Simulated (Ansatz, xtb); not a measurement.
Energy difference 3 R1 + R2 → P1 + 4 P2, each structure at its B3LYP-D3(BJ)/def2-TZVP stationary point, reached from a drawn start (curvature not checked).
P1: H2O3Si (SMILES O=[Si](O)O), charge 0, multiplicity 1.
P2: H2 (SMILES [H][H]), charge 0, multiplicity 1.
R1: H2O (SMILES O), charge 0, multiplicity 1.
R2: SiH4 (SMILES [SiH4]), charge 0, multiplicity 1.

P less R. No zero-point or thermal terms. One arrangement of each flexible species, with no search for the lowest.

Correlated levels freeze the cores.

Programs: Ansatz (an electronic-structure program) with Gaussian orbitals; xtb for the GFN methods. Each number belongs to the level named beside it.

Task: Estimate the reaction energy that CCSD/cc-pV(Q+d)Z returns for this input.

Result: -14.0 kcal/mol

Task: What is the computed reaction energy (GFN2-xTB)?

Result: -25.1 kcal/mol

Task: Predict the reaction energy from HF/cc-pV(Q+d)Z.

Result: -7.3 kcal/mol
